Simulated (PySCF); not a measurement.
Input for PySCF: R-HF/3-21G on BH2I (SMILES BI), a point of a bond scan (R = 2.720 Å).

```python
from pyscf import gto, scf, dft, mp
from pyscf.data.elements import chemcore

mol = gto.M(
    atom='''
    B    -1.00687273   -1.52824232    0.26334221
    H    -0.12887018   -3.31496894    2.11673297
    H    -1.98651595   -1.65890826   -0.38610151
    I     0.14426438    0.21896603   -0.03773158
    ''',
    basis='3-21g',
    charge=0, spin=0, verbose=3, max_memory=1800)
mf = scf.RHF(mol)
mf.conv_tol = 1e-8
mf.max_cycle = 100
mf.kernel()
if not mf.converged:
    mf = mf.newton().run(mf.mo_coeff, mf.mo_occ)
```

It printed:

```
converged SCF energy = -6912.79062462696
```

The calculation finished and met its thresholds.

Cost: around 0.3 core-seconds (rough).
